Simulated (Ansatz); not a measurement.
```yaml
crystal:
  periodic: [false, false, false]
  atoms:
    - {symbol: F, position_ang: [-0.196571, -1.638556, 0.812772]}
    - {symbol: C, position_ang: [0.560059, -0.501187, 0.577885]}
    - {symbol: F, position_ang: [1.668539, -0.825436, -0.142847]}
    - {symbol: Ga, position_ang: [-0.719037, 0.525706, -0.594958]}
    - {symbol: H, position_ang: [0.870510, 0.031192, 1.453762]}
    - {symbol: H, position_ang: [-1.287484, 1.998032, 0.097239]}
    - {symbol: H, position_ang: [-0.833422, 0.181458, -2.075468]}
basis:
  gaussian: {orbitals: def2-mTZVPP}
magnetization: {spin_polarized: true, initial_magnetization: 0}
hamiltonian: {xc: {name: BHLYP}, dispersion: d3bjatm}
```

```sh
$ ansatz run in.yaml --threads 2 --pin off --events-out ev --progress --plain --max-ram 4352MiB
```

It prints (some lines left out):

```
Functional definition: BHLYP
  name "BHLYP"
  cite "Becke, J. Chem. Phys. 98, 1372 (1993) doi:10.1063/1.464304"
  cite "Becke, Phys. Rev. A 38, 3098 (1988) doi:10.1103/PhysRevA.38.3098"
  cite "Lee, Yang & Parr, Phys. Rev. B 37, 785 (1988) doi:10.1103/PhysRevB.37.785"
  parameter a = 0.5
  exchange = (1 - a)*b88_x + a*exact_x
  correlation = lyp_c
1067 factors; integrals over basis functions are off by at most 1.6e-3 eV
mean field evaluation 1: about -58893.8410 eV, gradient 2.3e1 eV
mean field evaluation 2: about -58893.9913 eV, gradient 2.5e1 eV
mean field evaluation 4: about -58895.4058 eV, gradient 7.8e-1 eV
mean field evaluation 8: about -58895.4251 eV, gradient 6.7e-2 eV
mean field evaluation 16: about -58895.4251 eV, gradient 1.3e-5 eV
mean field -58895.42506604 eV, -2164.3669504239 hartree, gradient 1.3e-5 eV, S^2 0.000000; 0 other end points of the search recorded, 0 dependent functions left out
reference -58895.42521957 eV, -2164.3669560663 hartree; 29, 29 occupied and 89, 89 virtual orbitals, 1067 factors
Total energy: -58895.56399235 eV, -2164.3720558717 hartree
```

Run time 2.9 s (2 threads of an Arm Neoverse V2 on a shared host); peak host memory 0.36 GiB.
